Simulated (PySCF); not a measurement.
## C2H4SSi: core ionisation energies

Compound: C2H4SSi.
Z-matrix (Å and degrees, GFN2-xTB geometry), rows numbered from 1:
```
Si
C   1  1.8918
C   2  1.2889  1  122.09
S   3  1.5599  2  175.15  1     5.96
H   1  1.4641  2  106.04  3  -139.86
H   1  1.4658  2  108.70  3   101.40
H   1  1.4595  2  109.60  3   -19.60
H   2  1.0766  1  116.47  3  -178.68
```

Computed, not measured: delta-SCF UKS SCAN, pcX-2 on the ionised atom, pcseg-1 elsewhere, spin-free X2C (PySCF). Binding energies are ΔSCF values: E(core-ionised, relaxed orbitals) − E(ground state) at a fixed geometry, referred to the vacuum level.

Q: Give the core binding energies atom by atom.

A: 
```tsv
atom(s)	bonded to	level	binding energy (eV)	2p1/2 (eV)	above the level's lowest (eV)	count
Si1	C and 3 H	Si 2p3/2	107.05	107.67	0.00	1
Si1	C and 3 H	Si 1s	1846.79	–	0.00	1
C2	C (double bond), H and Si	C 1s	290.12	–	0.00	1
C3	S (double bond) and C (double bond)	C 1s	292.16	–	+2.04	1
S4	C (double bond)	S 1s	2477.33	–	0.00	1
```

The listed C 1s values span 2.04 eV, from C2 (bonded to C (double bond), H and Si) to C3 (bonded to S (double bond) and C (double bond)). Summing the Pauling electronegativity differences to the bonded atoms, each weighted by its formal bond order, gives -1.00 for the lowest site and +0.06 for the highest.

Q: Which effective nuclear charge Zeff reproduces each element's mean 1s value in the hydrogen-like formula E = 13.606 eV × Zeff²?

A: C (Z = 6): mean 291.1 eV, Zeff = 4.63, Z − Zeff = 1.37; Si (Z = 14): mean 1846.8 eV, Zeff = 11.65, Z − Zeff = 2.35; S (Z = 16): mean 2477.3 eV, Zeff = 13.49, Z − Zeff = 2.51. Means run over the listed sites, weighted by atom count.

Not every level is listed. The unrestricted hole states depart most from a pure doublet (⟨S²⟩ = 0.75; over 0.85 named) for C 1s of C3 (0.94), which makes this value less certain. Spin–orbit and ligand-field terms were added within each 2p shell after the spin-free SCF. 2p1/2 minus 2p3/2 (ligand field included): Si 0.62 eV. Isolated species at its GFN2-xTB geometry, gas phase.

On Arm Neoverse N1, one thread, shared host with 64 logical CPUs at a one-minute load of 57, this took 31 s and 0.37 GiB of memory at its peak.
